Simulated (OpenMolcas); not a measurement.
## P: thermal populations, Slater's ratio, worked from levels

* Program: OpenMolcas 26.06
* Basis: ANO-R3 [6s5p4d2f1g]
* Scalar Hamiltonian: X2C, finite nucleus
* Active space: 3 electrons in 9 orbitals (RAS2 3p; RAS3 3d 4s, at most 1 electron)
* State averaging: 2S+1 = 4 odd, 1 root; 2S+1 = 2 odd, 8 roots; 2S+1 = 4 even, 3 roots; 2S+1 = 2 even, 8 roots
* Spin-orbit coupling: RASSI with atomic mean-field integrals over the reference wave functions, term energies averaged over their components

Methods: RASSCF; SS-RASPT2, IPEA 0.25 Eh, imaginary shift 0.1 Eh (closed shells correlated: 2s 2p 3s). Measured levels: NIST Handbook of Basic Atomic Spectroscopic Data.

**Thermal populations.** Z = Σ (2J + 1) exp(-E/kT) with k = 0.695035 cm-1/K, over the levels below. No other level of either list lies under 57800 cm-1, which is above 7 kT at each temperature.

| Level | 2J + 1 | SS-RASPT2 | measured |
| --- | --- | --- | --- |
| 3s2 3p3 4S* 3/2 | 4 | 0.0 | 0.0 |
| 3s2 3p3 2D* 3/2 | 4 | 11930 | 11361 |
| 3s2 3p3 2D* 5/2 | 6 | 11940 | 11377 |
| 3s2 3p3 2P* 1/2 | 2 | 22850 | 18723 |
| 3s2 3p3 2P* 3/2 | 4 | 22860 | 18748 |
| 3s2 3p2 4s 4P 1/2 | 2 | 55410 | 55939 |
| 3s2 3p2 4s 4P 3/2 | 4 | 55540 | 56091 |
| 3s2 3p2 4s 4P 5/2 | 6 | 55770 | 56340 |

```json
{"T (K)": "5000", "Z, SS-RASPT2": "4.331", "Z, measured levels": "4.407", "Ground level (%), SS-RASPT2": "92.4", "Ground level (%), measured levels": "90.8"}
{"T (K)": "8000", "Z, SS-RASPT2": "5.268", "Z, measured levels": "5.501", "Ground level (%), SS-RASPT2": "75.9", "Ground level (%), measured levels": "72.7"}
```

At 8000 K, kT = 5560 cm-1, and the computed levels give Z = 4.000 + 0.468 + 0.701 + 0.033 + 0.066 + 0.000 + 0.000 + 0.000 = 5.268.

**Slater's ratio.** With one set of orbitals, p3 has 2D* - 4S* = 9 F2 and 2P* - 2D* = 6 F2 (F2 = F²/25), a ratio of 2/3. Term energies are centres of gravity, weighted by 2J + 1.

```
   Source  2D* - 4S*  2P* - 4S*  F2 from the first  Ratio
   RASSCF      15360      25411               1707  0.654
SS-RASPT2      11934      22857               1326  0.915
 measured      11370      18740               1263  0.648
```

Energies in cm-1. A ratio away from 2/3 shows effects beyond one configuration with one set of orbitals, and in heavier atoms second-order spin-orbit shifts.

CASPT2 does not keep the components of a term degenerate, so their means are used; among the terms shown or strongly mixed into the levels shown the widest spread is 64 cm-1 (3s2 3p3 2D*, SS-RASPT2). ANO sets are built for valence states and can reach diffuse excited orbitals poorly, and with the s shell closed the s pⁿ⁺¹ terms that mix with these levels are absent. With the s shell closed, the reference lacks s² → p² mixing. Without dynamic correlation excited terms often stand tens of per cent too high (terms of higher spin than the ground term too low), and those without a measured partner can miss by more than the paired ones (holds for RASSCF). Some terms miss by over 15 % even with CASPT2, which points to a basis or an active space too small for the shells correlated (holds for SS-RASPT2). Computed and measured levels are paired by configuration, term and J; levels that our copy of the source lacks, or whose pairing is in doubt (as where it misses far off the trend of its configuration), stay unpaired and out of the deviations. Only configurations of the active space appear.

* marks odd parity.
